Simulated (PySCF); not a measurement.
An unknown is described by computed data only.

Elements present: C, H, N and Si. Monoisotopic mass: 161.0261 u.

* NMR, other nuclei: isotropic shieldings of nuclei other than C and H, by class: -100 (1 N), 250 (1 N), 269 (1 N), 360 (1 Si), 406 (1 Si), 473 (1 Si) ppm [GIAO PBE0/pcSseg-1]
* 13C NMR: chemical shifts (computed TMS as zero) by class: 124.6 (1 C), 32.8 (1 C) ppm [GIAO PBE0/pcSseg-1]
* Rotational structure: rotational constants A, B, C: 2.078, 0.629, 0.559 GHz [GFN2-xTB]
* 1H NMR: chemical shifts (computed TMS as zero) by class: 5.89 (1 H), 5.41 (1 H), 5.06 (1 H), 3.43 (3 H), 2.95 (3 H), 0.49 (2 H) ppm [GIAO PBE0/pcSseg-1]
* Dipole: 4.59 D [PBE0/pcSseg-1]

Electronic properties: PySCF, gas phase, density fitting. Levels stand in brackets. One conformer (not necessarily the lowest) at the GFN2-xTB geometry, without solvent, vibrations or thermal averaging. GFN2-xTB frequencies show an imaginary mode (29i cm⁻¹), so this geometry is no minimum at that level. Each NMR value is the plain mean over a class of atoms that symmetry, rotation or inversion makes alike.

Question: Which formula fits the mass and the elements?

Answer: C2H11N3Si3 (calculated 161.0261). No other formula that holds each of these elements comes within 0.0003 u with a fitting electron parity and a possible valence count.

Question: Propose a structure and show how it fits.

Answer: Numbering: `[CH3:1][N:2]([SiH2:3][C:4]#[N:5])[Si@@H:6]([NH2:7])[SiH3:8]`. Its formula, C2H11N3Si3, gives 2 degrees of unsaturation: 0 rings and 2 π bonds in the structure found. 2 carbons fall into 2 classes; from least to most shielded: cyano carbon [C4] (124.6 ppm), N-methyl carbon [C1] (32.8 ppm). Hydrogen classes from least to most shielded: 1 H on an SiH silicon, Si6 (5.89 ppm), 1 H on an SiH2 silicon, Si3 (5.41 ppm), 1 H on an SiH2 silicon, Si3 (5.06 ppm), 3 H on an SiH3 silicon, Si8 (3.43 ppm), 3 H on an N-methyl carbon, C1 (2.95 ppm, a mean of values up to 1.0 ppm apart in this geometry), 2 H on a silicon-bound nitrogen, N7 (0.49 ppm). The other shieldings belong to: -100 ppm, cyano nitrogen [N5]; 250 ppm, silicon-bound nitrogen [N7]; 269 ppm, nitrogen bridging silicon atoms [N2]; 360 ppm, SiH silicon [Si6]; 406 ppm, SiH2 silicon [Si3]; 473 ppm, SiH3 silicon [Si8]. The optimised geometry has point group C1 and is an asymmetric top. Structure: `N[Si@@H]([SiH3])N(C)[SiH2]C#N`. Computed isomers that give other values at the same levels: `CN([SiH3])[SiH2][Si@@H](N)C#N` (13C chemical shifts (computed TMS as zero) by class: 127.3 (1 C), 39.9 (1 C) ppm); `C#C[Si](N)(N)N([SiH3])[SiH3]` (13C chemical shifts (computed TMS as zero) by class: 96.1 (1 C), 90.4 (1 C) ppm); `N#C[Si@@](N)(C[SiH3])N[SiH3]` (13C chemical shifts (computed TMS as zero) by class: 126.4 (1 C), -3.1 (1 C) ppm). The assignments are read from this structure; whether some other isomer fits the data as well wasn't checked. The mirror image fits equally.

Shape of the structure used: `[CH3:1][N:2]([SiH2:3][C:4]#[N:5])[Si@@H:6]([NH2:7])[SiH3:8]`: C1–N2–Si3–C4 8°, C1–N2–Si6–N7 172°, H–N7–Si6–N2 -56°, H–N7–Si6–N2 168°.
